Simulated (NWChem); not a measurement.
System: NaF; SMILES [F][Na]

Output (shortened):

```
             Northwest Computational Chemistry Package (NWChem) 7.3.0
             --------------------------------------------------------

                             Geometry "geometry" -> ""
                             -------------------------

 Output coordinates in angstroms (scale by  1.889725989 to convert to a.u.)

  No.       Tag          Charge          X              Y              Z
 ---- ---------------- ---------- -------------- -------------- --------------
    1 Na                  11.0000     0.00000000     0.00000000    -0.85669100
    2 F                    9.0000     0.00000000     0.00000000     1.03156000

 Effective nuclear repulsion energy (a.u.)      27.7444829374

                              NWChem Property Module
                              ----------------------

                                 NWChem DFT Module
                                 -----------------

 Summary of "ao basis" -> "ao basis" (spherical)
 ------------------------------------------------------------------------------
       Tag                 Description            Shells   Functions and Types
 ---------------- ------------------------------  ------  ---------------------
 Na                       sadlej pvtz               14       32   7s5p2d
 F                        sadlej pvtz               10       24   5s3p2d

            General Information
            -------------------
          SCF calculation type: DFT
          Wavefunction type:  closed shell.
          No. of atoms     :     2
          No. of electrons :    20
           Alpha electrons :    10
            Beta electrons :    10
          Charge           :     0
          Spin multiplicity:     1
          Use of symmetry is: off; symmetry adaption is: off
          Maximum number of iterations: 150
          AO basis - number of functions:    56
                     number of shells:    24
          Convergence on energy requested:  1.00D-06
          Convergence on density requested:  1.00D-05
          Convergence on gradient requested:  5.00D-04

              XC Information
              --------------
                         PBE0 Method XC Functional
                     Hartree-Fock (Exact) Exchange  0.250
          PerdewBurkeErnzerhof Exchange Functional  0.750
            Perdew 1991 LDA Correlation Functional  1.000 local
           PerdewBurkeErnz. Correlation Functional  1.000 non-local

             Grid Information
             ----------------
          Grid used for XC integration:  medium
          Radial quadrature: Mura-Knowles
          Angular quadrature: Lebedev.
          Tag              B.-S. Rad. Rad. Pts. Rad. Cut. Ang. Pts.
          ---              ---------- --------- --------- ---------
          Na                  1.80       88          21.0       434
          F                   0.50       49          12.0       434
          Grid pruning is: on
          Number of quadrature shells:   137
          Spatial weights used:  Erf1

      Superposition of Atomic Density Guess
      -------------------------------------

 Sum of atomic energies:        -261.25534073

      Non-variational initial energy
      ------------------------------

 Total energy =    -260.956104
 1-e energy   =    -422.144016
 2-e energy   =     133.443429
 HOMO         =      -0.642338
 LUMO         =      -0.058097

   convergence    iter        energy       DeltaE   RMS-Dens  Diis-err
 ---------------- ----- ----------------- --------- --------- ---------
 d= 0,ls=0.0,diis     1   -261.9097574782 -2.90D+02  3.21D-02  9.69D-01
 d= 0,ls=0.0,diis     2   -260.6422567073  1.27D+00  2.65D-02  1.29D+01
 d= 0,ls=0.0,diis     3   -262.0055688350 -1.36D+00  1.59D-03  5.86D-03
 d= 0,ls=0.0,diis     4   -262.0062632620 -6.94D-04  2.81D-04  9.89D-04
 d= 0,ls=0.0,diis     5   -262.0063456609 -8.24D-05  7.37D-05  4.47D-05
  Resetting Diis
 d= 0,ls=0.0,diis     6   -262.0063494703 -3.81D-06  9.39D-06  2.82D-07
 d= 0,ls=0.0,diis     7   -262.0063495029 -3.27D-08  1.82D-06  8.72D-09

         Total DFT energy =     -262.006349502934
      One electron energy =     -424.739378407934
           Coulomb energy =      159.792194667032
    Exchange-Corr. energy =      -24.803648699402
 Nuclear repulsion energy =       27.744482937369

 Numeric. integr. density =       19.999998040690

                       DFT Final Molecular Orbital Analysis
                       ------------------------------------

 Vector    8  Occ=2.000000D+00  E=-2.603730D-01
              MO Center= -1.4D-09,  1.1D-09,  1.0D+00, r^2= 6.6D-01
   Bfn.  Coefficient  Atom+Function         Bfn.  Coefficient  Atom+Function
  ----- ------------  ---------------      ----- ------------  ---------------
    40      0.723187  2 F  pz                43      0.355124  2 F  pz
    46      0.127904  2 F  pz                10      0.110220  1 Na pz
     3      0.074456  1 Na s                  4      0.070074  1 Na s
    36      0.038267  2 F  s                 35      0.036139  2 F  s
    54     -0.032484  2 F  d  0               5     -0.030545  1 Na s

[...]

 DFT Linear Response polarizability / au
 Frequency  =       0.0000000 / au
              X              Y              Z
 -----------------------------------------------
 X      12.3173009      0.0000000      0.0000002
 Y       0.0000000     12.3173010     -0.0000001
 Z       0.0000002     -0.0000001     14.3532659
 -----------------------------------------------
 Eigenvalues =      12.3173009     12.3173010     14.3532659
 Isotropic   =      12.9959560
 Anisotropic =       2.0359650
 -----------------------------------------------

 Magnetic Dipole Response Matrix (nonzero elements):

 Exiting AOResponse driver routine
```

Level: PBE0/Sadlej pVTZ. Structure relaxed at the PBE0/def2-SVP level.

Task: Write an input that gives this output.

Result: This is not unique; one that fits is the input that was run:
```
start job
memory heap 200 mb stack 900 mb global 1100 mb
geometry units angstroms noautosym nocenter noautoz
  Na     0.000000     0.000000    -0.856691
  F      0.000000     0.000000     1.031560
end
basis spherical
  * library sadlej_pvtz
end
dft
  xc pbe0
  iterations 150
end
property
  response 1 0.0
end
task dft property
```
